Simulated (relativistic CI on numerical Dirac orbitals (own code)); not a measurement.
# Fe6+: L2,3 absorption edge

Computed with this model: Dirac-Coulomb-Breit CI, orbitals from a KLI potential per configuration, a model potential for QED, multiplet model of core-to-valence dipole absorption, unscaled Slater integrals; configurations [Ar] 3d2 → [He] 2s2 2p5 3s2 3p6 3d3; 300 K; Lorentzian 0.24 eV and Gaussian 0.3 eV FWHM. Energies are those of the free ion, without screening or charge transfer. The branching ratio is the share of the lower-energy edge in the whole absorption, uncertain by about 0.02 where the edges overlap. S is read from ⟨S²⟩ = S(S + 1).

Field parameters in Wybourne normalisation: D3d B²₀ = −7Dσ, B⁴₀ = −14Dq − 21Dτ, B⁴₃ = −14√(10/7) Dq. The field is a parameter set, without covalency.

Peaks in eV (height, largest 100): 723.1 (17), 726.0 (100), 727.6 (33), 729.1 (25), 729.6 (17), 730.2 (16), 732.0 (25), 733.9 (19), 734.5 (24), 735.2 (33), 736.2 (40), 737.1 (38), 738.0 (33), 739.4 (68), 740.4 (53), 742.7 (8).

Which surroundings give this spectrum?
A. D3d, 10Dq = 19800, Dσ = 170, Dτ = -260 cm⁻¹
B. D3d, 10Dq = 19800, Dσ = -1200, Dτ = -260 cm⁻¹
C. D3d, 10Dq = 19800, Dσ = 860, Dτ = -260 cm⁻¹
D. free ion

B. D3d, 10Dq = 19800, Dσ = -1200, Dτ = -260 cm⁻¹, where the ground state has S = 1.00.
